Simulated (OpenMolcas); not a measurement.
**Ta III: effect of correlating more closed shells**

```json
{"Program": "OpenMolcas", "Basis": "ANO-RCC-VTZP [8s7p5d3f2g1h]", "Scalar Hamiltonian": "DKH2, point nucleus", "Active space": "3 electrons in 5 orbitals (5d)", "State averaging": "2S+1 = 4 even, 10 roots; 2S+1 = 2 even, 40 roots", "Spin-orbit coupling": "RASSI with atomic mean-field integrals over the reference wave functions, term energies averaged over their components"}
```

Methods on the same reference wave functions:
A. CASSCF
B. MS-CASPT2, IPEA 0.25 Eh, imaginary shift 0.1 Eh (closed shells correlated: none)
C. MS-CASPT2, IPEA 0.25 Eh, imaginary shift 0.1 Eh (closed shells correlated: 5s 5p)
D. MS-CASPT2, IPEA 0.25 Eh, imaginary shift 0.1 Eh (closed shells correlated: 4f 5s 5p)

Energies in eV above 5d3 4F 3/2.

```json
{"Level": "5d3 4F 3/2", "A": "0.0000", "B": "0.0000", "C": "0.0000", "D": "0.0000"}
{"Level": "5d3 4F 5/2", "A": "0.2878", "B": "0.324", "C": "0.319", "D": "0.318"}
{"Level": "5d3 4F 7/2", "A": "0.5939", "B": "0.631", "C": "0.624", "D": "0.623"}
{"Level": "5d3 4F 9/2", "A": "0.8814", "B": "0.889", "C": "0.881", "D": "0.881"}
{"Level": "5d3 2G 7/2", "A": "1.8104", "B": "1.573", "C": "1.555", "D": "1.564"}
{"Level": "5d3 4P 5/2", "A": "1.9634", "B": "1.822", "C": "1.799", "D": "1.777"}
{"Level": "5d3 2H 11/2", "A": "2.5304", "B": "2.365", "C": "2.324", "D": "2.328"}
{"Level": "5d3 2D 5/2(1)", "A": "2.7751", "B": "2.339", "C": "2.354", "D": "2.356"}
{"Level": "5d3 2F 7/2", "A": "3.6224", "B": "3.129", "C": "3.075", "D": "3.054"}
{"Level": "5d3 2F 5/2", "A": "3.6561", "B": "3.144", "C": "3.094", "D": "3.072"}
{"Level": "5d3 2D 5/2(2)", "A": "5.4631", "B": "4.601", "C": "4.638", "D": "4.618"}
{"Level": "5d3 2D 3/2(2)", "A": "5.5134", "B": "4.686", "C": "4.712", "D": "4.688"}
```

Among B to D the level of the table that moves most is 5d3 2F 7/2, by 610 cm-1 (lowest in D, highest in B). Moves below CASPT2's spread within the term are not significant.

From A to B the spin-free energies of the other terms of 5d3 shown, above 4F, scale by factors of 0.71 to 0.89, as is usual when dynamic correlation screens the repulsion within a d or f shell.

The lowest spin-free term lies below A's lowest term by 0.014 hartree in B, 0.243 hartree in C, 1.163 hartree in D.

What an inner shell adds also hangs on whether the basis holds functions to correlate it.

CASPT2 does not keep the components of a term degenerate, so their means are used; among the terms shown or strongly mixed into the levels shown the widest spread is 830 cm-1 (5d3 4F, D). Configurations with an s electron lie low in 5d ions of this charge, fall among these levels and mix in, so low-spin terms can stand far too high, up to twice their true height, and weights are not those of the real levels. Without dynamic correlation excited terms often stand tens of per cent too high (terms of higher spin than the ground term too low), and those without a measured partner can miss by more than the paired ones (holds for A). The CASPT2 spread within a term exceeds the gap to the next term for 5d3 2G and 5d3 4P, so the order of their levels is uncertain (holds for D). Only configurations of the active space appear. Levels that lie high or do not pair safely by name in every column are left out.

A number in round brackets counts repeated terms of one configuration in the order of the reference energies.
